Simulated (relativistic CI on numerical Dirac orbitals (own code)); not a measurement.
**Slater and spin-orbit integrals, Os58+**

Calculated at this level of theory: Dirac-Coulomb-Breit CI, separate exchange-only KLI orbitals for each configuration, QED by a radiative potential, unscaled Slater integrals (own radial code, finite nucleus).

Slater integrals F^k, G^k are unscaled and averaged over j, outside the closed core [Ne]; ζ comes from projecting the Hamiltonian with its Breit term on Σ l·s of the shell.

- 3s2 3p5 3d: ζ(3p) = 2.11e+06, F^2(3p,3d) = 552880, G^1(3p,3d) = 576150, G^3(3p,3d) = 388330, ζ(3d) = 285350 cm⁻¹; <r>(3p) = 0.1783, <r^2>(3p) = 0.03685, <r>(3d) = 0.1586, <r^2>(3d) = 0.02903 (bohr units).
- 3s 3p6 3d: G^2(3s,3d) = 444650, ζ(3d) = 286460 cm⁻¹; <r>(3s) = 0.181, <r^2>(3s) = 0.0375, <r>(3d) = 0.1587, <r^2>(3d) = 0.02907 (bohr units).
- 3s2 3p5 4s: ζ(3p) = 2.1284e+06, G^1(3p,4s) = 74800 cm⁻¹; <r>(3p) = 0.1775, <r^2>(3p) = 0.03656, <r>(4s) = 0.3411, <r^2>(4s) = 0.1312 (bohr units).

Averages of the first 10 configurations, taken without configuration mixing, which lowers the lowest level and can move excited configurations by several eV; other configurations of the list can lie among them:

| Configuration | Parity | States | Average energy above the lowest level (eV) |
| --- | --- | --- | --- |
| 3s2 3p6 | even | 1 | 0.5 |
| 3s2 3p5 3d | odd | 60 | 449.2 |
| 3s 3p6 3d | even | 20 | 938.5 |
| 3s2 3p5 4s | odd | 12 | 2720.7 |
| 3s2 3p5 4p | even | 36 | 2908.5 |
| 3s2 3p5 4d | odd | 60 | 3094.4 |
| 3s 3p6 4s | even | 4 | 3212.5 |
| 3s2 3p5 4f | even | 84 | 3214.9 |
| 3p6 3d2 | even | 45 | 1889.0 |
| 3p5 3d3 | odd | 720 | 2335.3 |
